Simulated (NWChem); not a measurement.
System: BeNH₃Se; SMILES [NH2][Be][SeH]

NWChem printed, in part:

```
             Northwest Computational Chemistry Package (NWChem) 7.3.0
             --------------------------------------------------------

 CS  symmetry detected

                             Geometry "geometry" -> ""
                             -------------------------

 Output coordinates in angstroms (scale by  1.889725989 to convert to a.u.)

  No.       Tag          Charge          X              Y              Z
 ---- ---------------- ---------- -------------- -------------- --------------
    1 Be                   4.0000     0.00707433    -1.17882613     0.00000000
    2 N                    7.0000     0.01840191    -2.67504278     0.00000000
    3 H                    1.0000     0.02051253    -3.26421015    -0.82648305
    4 H                    1.0000     0.02051253    -3.26421015     0.82648305
    5 Se                  34.0000     0.03637540     0.85458515     0.00000000
    6 H                    1.0000    -1.43489929     0.91312911     0.00000000

 Effective nuclear repulsion energy (a.u.)     113.2898149478

      Symmetry information
      --------------------

 Group name             Cs
 Group number              2
 Group order               2
 No. of unique centers     5

                                 NWChem DFT Module
                                 -----------------

 Summary of "ao basis" -> "ao basis" (spherical)
 ------------------------------------------------------------------------------
       Tag                 Description            Shells   Functions and Types
 ---------------- ------------------------------  ------  ---------------------
 Be                         def2-svp                 5        9   3s2p
 N                          def2-svp                 6       14   3s2p1d
 H                          def2-svp                 3        5   2s1p
 Se                         def2-svp                12       32   5s4p3d

      Symmetry analysis of basis
      --------------------------

        a'         48
        a"         22

            General Information
            -------------------
          SCF calculation type: DFT
          Wavefunction type:  closed shell.
          No. of atoms     :     6
          No. of electrons :    48
           Alpha electrons :    24
            Beta electrons :    24
          Charge           :     0
          Spin multiplicity:     1
          Use of symmetry is: on ; symmetry adaption is: on
          Maximum number of iterations: 150
          AO basis - number of functions:    70
                     number of shells:    32
          Convergence on energy requested:  1.00D-06
          Convergence on density requested:  1.00D-05
          Convergence on gradient requested:  5.00D-04

              XC Information
              --------------
                         B3LYP Method XC Potential
                     Hartree-Fock (Exact) Exchange  0.200
                        Slater Exchange Functional  0.800 local
                    Becke 1988 Exchange Functional  0.720 non-local
              Lee-Yang-Parr Correlation Functional  0.810
                  VWN I RPA Correlation Functional  0.190 local

             Grid Information
             ----------------
          Grid used for XC integration:  medium
          Radial quadrature: Mura-Knowles
          Angular quadrature: Lebedev.
          Tag              B.-S. Rad. Rad. Pts. Rad. Cut. Ang. Pts.
          ---              ---------- --------- --------- ---------
          Be                  1.05       49           8.0       434
          N                   0.65       49          10.0       434
          H                   0.35       45          11.0       434
          Se                  1.15      112          11.0       590
          Grid pruning is: on
          Number of quadrature shells:   300
          Spatial weights used:  Erf1

      Superposition of Atomic Density Guess
      -------------------------------------

 Sum of atomic energies:       -2469.80753073

      Non-variational initial energy
      ------------------------------

 Total energy =   -2470.801651
 1-e energy   =   -3661.940492
 2-e energy   =    1077.849026
 HOMO         =      -0.308820
 LUMO         =      -0.000608

      Symmetry analysis of molecular orbitals - initial
      -------------------------------------------------

  Numbering of irreducible representations:

     1 a'          2 a"

  Orbital symmetries:

     1 a'          2 a'          3 a'          4 a'          5 a"
     6 a'          7 a'          8 a'          9 a'         10 a"
    11 a'         12 a'         13 a'         14 a"         15 a'
    16 a"         17 a'         18 a'         19 a"         20 a'
    21 a'         22 a'         23 a'         24 a"         25 a'
    26 a'         27 a"         28 a'         29 a'         30 a"
    31 a'         32 a'         33 a'         34 a"

   convergence    iter        energy       DeltaE   RMS-Dens  Diis-err
 ---------------- ----- ----------------- --------- --------- ---------
 d= 0,ls=0.0,diis     1  -2472.5626676900 -2.59D+03  1.47D-02  5.05D-01
 d= 0,ls=0.0,diis     2  -2472.5373518044  2.53D-02  7.87D-03  7.83D-01
 d= 0,ls=0.0,diis     3  -2472.6251788563 -8.78D-02  1.69D-03  3.80D-02
 d= 0,ls=0.0,diis     4  -2472.6293170710 -4.14D-03  6.31D-04  2.86D-03
 d= 0,ls=0.0,diis     5  -2472.6296010404 -2.84D-04  1.91D-04  1.19D-04
  Resetting Diis
 d= 0,ls=0.0,diis     6  -2472.6296176522 -1.66D-05  3.51D-05  4.22D-06
 d= 0,ls=0.0,diis     7  -2472.6296182457 -5.94D-07  1.79D-05  5.63D-07
 d= 0,ls=0.0,diis     8  -2472.6296182429  2.86D-09  9.01D-06  5.83D-07

         Total DFT energy =    -2472.629618242875
      One electron energy =    -3665.265133353651
           Coulomb energy =     1177.496257159380
    Exchange-Corr. energy =      -98.150556996444
 Nuclear repulsion energy =      113.289814947841

 Numeric. integr. density =       48.000003168960

                  Occupations of the irreducible representations
                  ----------------------------------------------

                     irrep           alpha         beta
                     --------     --------     --------
                     a'               18.0         18.0
                     a"                6.0          6.0

                       DFT Final Molecular Orbital Analysis
                       ------------------------------------

 Vector   22  Occ=2.000000D+00  E=-3.043736D-01  Symmetry=a'
              MO Center=  8.3D-03,  6.7D-01, -2.5D-12, r^2= 2.0D+00
   Bfn.  Coefficient  Atom+Function         Bfn.  Coefficient  Atom+Function
  ----- ------------  ---------------      ----- ------------  ---------------
    46      0.433022  5 Se py                49      0.402551  5 Se py
     5      0.286174  1 Be py                43     -0.280464  5 Se py
    37      0.212250  5 Se s                 38      0.207594  5 Se s
     2     -0.170006  1 Be s                 36     -0.143443  5 Se s
    45      0.119465  5 Se px                 1      0.115960  1 Be s

 Vector   23  Occ=2.000000D+00  E=-2.640243D-01  Symmetry=a'
              MO Center=  2.3D-02, -2.5D+00,  3.1D-12, r^2= 1.4D+00
   Bfn.  Coefficient  Atom+Function         Bfn.  Coefficient  Atom+Function
  ----- ------------  ---------------      ----- ------------  ---------------
    13      0.545480  2 N  px                16     -0.448478  2 N  px
     4      0.176049  1 Be px                 7     -0.122278  1 Be px
    48      0.068119  5 Se px                67     -0.062931  6 H  s
    38      0.058169  5 Se s                 66     -0.051014  6 H  s
    37      0.041884  5 Se s                 45      0.040359  5 Se px

 Vector   24  Occ=2.000000D+00  E=-2.424602D-01  Symmetry=a"
              MO Center=  1.1D-02,  6.6D-01, -4.3D-13, r^2= 2.0D+00
   Bfn.  Coefficient  Atom+Function         Bfn.  Coefficient  Atom+Function
  ----- ------------  ---------------      ----- ------------  ---------------
    50      0.573945  5 Se pz                47      0.483492  5 Se pz
    44     -0.309977  5 Se pz                 6     -0.135363  1 Be pz
    41      0.100683  5 Se pz                 9      0.086346  1 Be pz
    18     -0.033370  2 N  pz                25      0.032659  3 H  s
    30     -0.032659  4 H  s                 62     -0.030916  5 Se d -1

 Vector   25  Occ=0.000000D+00  E=-8.164302D-03  Symmetry=a'
              MO Center=  1.2D-02, -6.8D-01, -2.2D-11, r^2= 6.7D+00
   Bfn.  Coefficient  Atom+Function         Bfn.  Coefficient  Atom+Function
  ----- ------------  ---------------      ----- ------------  ---------------
     3      1.149114  1 Be s                 38     -0.766651  5 Se s
    67      0.584188  6 H  s                 12     -0.456840  2 N  s
    48      0.421358  5 Se px                37     -0.282469  5 Se s
    49      0.261748  5 Se py                 8      0.206478  1 Be py
    36      0.188704  5 Se s                 25      0.170886  3 H  s

 Vector   26  Occ=0.000000D+00  E= 9.950542D-03  Symmetry=a"
              MO Center=  5.8D-03, -1.0D+00, -3.0D-11, r^2= 4.0D+00
   Bfn.  Coefficient  Atom+Function         Bfn.  Coefficient  Atom+Function
  ----- ------------  ---------------      ----- ------------  ---------------
     9      0.706777  1 Be pz                 6     -0.523306  1 Be pz
    50     -0.413441  5 Se pz                25      0.265817  3 H  s
    30     -0.265817  4 H  s                 47     -0.189785  5 Se pz
    24      0.140055  3 H  s                 29     -0.140055  4 H  s
    44      0.122728  5 Se pz                62     -0.079269  5 Se d -1

[...]
```

Level: B3LYP/def2-SVP, vertical spin-unrestricted ions. Structure relaxed at the PBE0/def2-SVP level. B3LYP is NWChem's, with the RPA form of VWN correlation.

Problem. Which NWChem input produces such a log?

Solution. One answer among several that fit: the input that was run:
```
start job
memory heap 200 mb stack 900 mb global 1100 mb
geometry units angstroms noautoz
  Be     0.028568    -1.138409    -0.000571
  N     -0.005029    -2.634290     0.001398
  H     -0.030885    -3.224408    -0.824087
  H     -0.010326    -3.222101     0.828750
  Se     0.118905     0.893204    -0.003380
  H     -1.349832     0.995914     0.015034
end
basis spherical
  * library def2-svp
end
dft
  xc b3lyp
  iterations 150
  vectors input atomic output neutral.movecs
end
task dft energy
charge 1
dft
  odft
  mult 2
  vectors input atomic output cation.movecs
end
task dft energy
```
